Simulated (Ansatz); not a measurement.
Species: sum formula BSF2, net charge -1, singlet state. It need not be the lowest isomer of its formula. Whether it binds its extra electron was not tested at this geometry. 
Structure (B3LYP-D3(BJ)/def2-TZVP (Ansatz, a first-principles code) minimum search):
```
B
F 1 1.3753
F 1 1.3753 2 108.33
S 1 1.7378 2 125.83 3 180.00
```
Charge -1, spin multiplicity 1.

Basis-set convergence of Hartree-Fock and CCSD(T) correlation energies (hartree) with Ansatz. Cores are frozen in the correlated levels unless marked. Spin-orbit coupling is left out. Non-relativistic.

| basis | functions | E(HF) | E(corr, CCSD(T)) |
|---|---|---|---|
| aug-cc-pV(D+d)Z | 101 | -621.32363 | -0.67262 |
| aug-cc-pV(T+d)Z | 193 | (withheld) | (withheld) |

Question: Fill in the missing entries.

Answer: 
- aug-cc-pV(T+d)Z, E(HF): -621.40221
- aug-cc-pV(T+d)Z, E(corr, CCSD(T)): -0.83969
